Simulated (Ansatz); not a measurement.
Mg₃O₂. Charge 0, multiplicity 1. Geometry PBE-D4/def2-SVP, basis def2-TZVP, Ansatz.

Cartesian coordinates in Å:
```
Mg -0.7317 1.2395 -0.7471
Mg -0.7940 -1.6162 -0.9189
Mg 1.2034 0.9232 1.3367
O -0.4137 -0.2927 0.6954
O 0.7361 -0.2538 -0.3662
```

```tsv
run	HOMO (eV)	LUMO (eV)
A	-4.30	-3.05
B	-3.78	-3.49
C	-3.86	-3.45
D	-5.57	-1.78
```

The structure holds 1 bond(s) between oxygen atoms. Another isomer (singlet) lies 3.97 eV lower at PBE0-D4/def2-TZVP; other spin states weren't run for this one.

Q: The runs used PBE, PBE0, r2SCAN, ωB97M-V. Estimate which is which.

A: A PBE0 (25 % exact exchange); B PBE (0 % exact exchange); C r2SCAN (0 % exact exchange); D ωB97M-V (range-separated). Exact exchange lowers occupied and raises empty levels; among semilocal functionals meta-GGAs tend to open the gap a little, and such runs are hard to tell apart. The gap grows from 0.28 eV (PBE) to 3.79 eV (ωB97M-V). The restricted singlet is unstable towards broken spin symmetry in Hartree–Fock (as tested in another run); at PBE0-D4/def2-TZVP, PBE-D4/def2-TZVP, r2SCAN-D4/def2-TZVP, ωB97M-V/def2-TZVP this wasn't settled.
